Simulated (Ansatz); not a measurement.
`[Cl][SnH2][Cl]` and `[Cl][GeH2][Cl]` differ in one element.

Ansatz, PBE0-D4/def2-TZVP geometries, multiplicity 1. 

Elements past krypton have def2 core potentials. Scalar relativity is left out up to krypton.

| property | `[Cl][SnH2][Cl]` |
| --- | --- |
| size of the dipole moment (B3LYP/def2-TZVPP) / D | 2.57 |
| HOMO–LUMO gap (PBE0/def2-TZVPP) / eV | 7.57 |
| HOMO–LUMO gap (PBE/def2-TZVPP) / eV | 5.28 |
| HOMO–LUMO gap (ωB97M-V/def2-TZVPP) / eV | 11.72 |
| LUMO energy (PBE0/def2-TZVPP) / eV | -1.37 |
| zero-point energy (PBE0-D4/def2-TZVP) / kJ/mol | 42.5 |

What does the change do to each property? (Estimate.)

The calculation gave: 
```json
{"property": "size of the dipole moment (B3LYP/def2-TZVPP) / D", "`[Cl][GeH2][Cl]`": "1.92", "shift": "-0.65"}
{"property": "HOMO–LUMO gap (PBE0/def2-TZVPP) / eV", "`[Cl][GeH2][Cl]`": "8.32", "shift": "0.75"}
{"property": "HOMO–LUMO gap (PBE/def2-TZVPP) / eV", "`[Cl][GeH2][Cl]`": "5.96", "shift": "0.68"}
{"property": "HOMO–LUMO gap (ωB97M-V/def2-TZVPP) / eV", "`[Cl][GeH2][Cl]`": "12.55", "shift": "0.83"}
{"property": "LUMO energy (PBE0/def2-TZVPP) / eV", "`[Cl][GeH2][Cl]`": "-0.69", "shift": "0.68"}
{"property": "zero-point energy (PBE0-D4/def2-TZVP) / kJ/mol", "`[Cl][GeH2][Cl]`": "49.1", "shift": "6.6"}
```

With PBE0 the HOMO falls by 0.07 eV and the LUMO rises by 0.68 eV, so the gap widens by about 0.75 eV. PBE moves the HOMO by -0.05 eV and ωB97M-V by -0.09 eV. Dipoles are sizes alone; their direction can turn.

B3LYP here is the variant with VWN-RPA as its local correlation; programs differ in this.
